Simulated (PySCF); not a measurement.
Choosing a molecule for a target property.

Each SMILES stands for a single optimised conformer of the isolated species, non-relativistic unless stated. Electronic properties by PySCF.

Dipoles, sizes and rotational constants follow the conformer. The torsions of the flexible species, by atom-mapped SMILES:
- `[CH:1]#[C:2][CH2:3][c:4]1[cH:5][cH:6][n:7][cH:8][cH:9]1`: C2–C3–C4–C5 91°
- `[CH2:1]=[C:2]1[CH:3]=[C:4]([CH2:5][C:6]#[N:7])[C:8]1=[CH2:9]`: C3–C4–C5–C6 119°
- `[CH2:1]=[CH:2]/[N:3]=[CH:4]\[CH2:5][CH3:6]`: C1–C2–N3–C4 -61°, N3–C4–C5–C6 -134°
- `[CH2:1]=[CH:2][C@@H:3]1[NH:4][C@@H:5]1[CH3:6]`: C1–C2–C3–N4 2°

Question: Wanted: lowest triplet excitation (Tamm–Dancoff) between 3.2 eV and 4 eV (TDA PBE0/def2-SVPD) and smallest rotational constant above 0.8 GHz (GFN2-xTB), at GFN2-xTB geometries. Which candidate meets both?
A. `C=C/N=C\CC`
B. `c1(CC#C)ccncc1`
C. `CC#Cc1ccccn1`
D. `C=C1C=C(CC#N)C1=C`

Answer: A. Computed values:
```csv
species,lowest triplet excitation (Tamm–Dancoff),smallest rotational constant
C=C1C=C(CC#N)C1=C,3.08 eV,0.909 GHz
C=C/N=C\CC,3.38 eV,1.746 GHz
CC#Cc1ccccn1,3.53 eV,0.749 GHz
c1(CC#C)ccncc1,4.17 eV,0.986 GHz
```

Question: Wanted: static isotropic polarisability above 97 au (PBE0/def2-SVPD) and dipole moment below 2 D (PBE0/def2-SVPD), at GFN2-xTB geometries. Which candidate meets both?
A. `C#CCc1ccncc1`
B. `C=C[C@@H]1N[C@@H]1C`
C. `C=C1C=C(CC#N)C1=C`
D. `CC#Cc1ccccn1`

Answer: D. Computed values:
```
            species  static isotropic polarisability  dipole moment
C=C[C@@H]1N[C@@H]1C                          66.6 au         1.57 D
       C#CCc1ccncc1                          93.6 au         2.20 D
  C=C1C=C(CC#N)C1=C                          99.7 au         3.80 D
       CC#Cc1ccccn1                         104.3 au         1.86 D
```

Question: Wanted: HOMO energy below -7 eV (PBE0/def2-SVPD) and lowest singlet excitation above 4.5 eV (TDDFT PBE0/def2-SVPD), at GFN2-xTB geometries. Which candidate meets both?
A. `C=C/N=C\CC`
B. `C=C[C@@H]1N[C@@H]1C`
C. `CC#Cc1ccccn1`
D. `C#CCc1ccncc1`

Answer: D. Computed values:
```csv
species,HOMO energy,lowest singlet excitation
C#CCc1ccncc1,-7.39 eV,4.86 eV
CC#Cc1ccccn1,-6.83 eV,4.66 eV
C=C[C@@H]1N[C@@H]1C,-6.73 eV,5.72 eV
C=C/N=C\CC,-6.42 eV,4.36 eV
```

Question: Wanted: HOMO–LUMO gap below 5.75 eV (PBE0/def2-SVPD) and electronic spatial extent ⟨r²⟩ about the centre of nuclear charge above 1400 bohr² (PBE0/def2-SVPD), at GFN2-xTB geometries. Which candidate meets both?
A. `C#CCc1ccncc1`
B. `CC#Cc1ccccn1`
C. `C=C/N=C\CC`
D. `C=C[C@@H]1N[C@@H]1C`

Answer: B. Computed values:
```csv
species,HOMO–LUMO gap,electronic spatial extent ⟨r²⟩ about the centre of nuclear charge
CC#Cc1ccccn1,5.69 eV,1495 bohr²
C=C/N=C\CC,5.81 eV,739 bohr²
C#CCc1ccncc1,6.49 eV,1220 bohr²
C=C[C@@H]1N[C@@H]1C,6.68 eV,584 bohr²
```
